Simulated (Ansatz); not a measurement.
F4H2In2S2 (`[F][In-]1([F])[SH+][In-]([F])([F])[SH+]1`) at its PBE0-D4/def2-TZVP geometry, where that method's forces vanish. Total charge 0; spin multiplicity 1. In: def2 effective core potential.

```xyz
10

F     1.6356    1.7220   -2.0653
In    0.6575    1.5362   -0.4050
F     0.3890    3.0112    0.8199
S     1.5503   -0.4071    0.9732
In   -0.6579   -1.5361    0.4051
F    -1.6356   -1.7186    2.0659
F    -0.3911   -3.0129   -0.8179
S    -1.5497    0.4065   -0.9750
H     1.0646    0.1042    2.1223
H    -1.0626   -0.1053   -2.1233
```

Q: What forces (eV/Å) does PBE-D4/def2-TZVPP give on these atoms in Ansatz 0.2.0? (An estimate is asked.)

A: Computed: 
```
F1   0.292  0.055 -0.488
In2 -0.097 -0.227  0.059
F3  -0.081  0.437  0.359
S4   0.384 -0.173 -0.031
In5  0.097  0.228 -0.060
F6  -0.292 -0.054  0.488
F7   0.081 -0.438 -0.359
S8  -0.383  0.172  0.031
H9  -0.098  0.092  0.192
H10  0.097 -0.092 -0.192
```
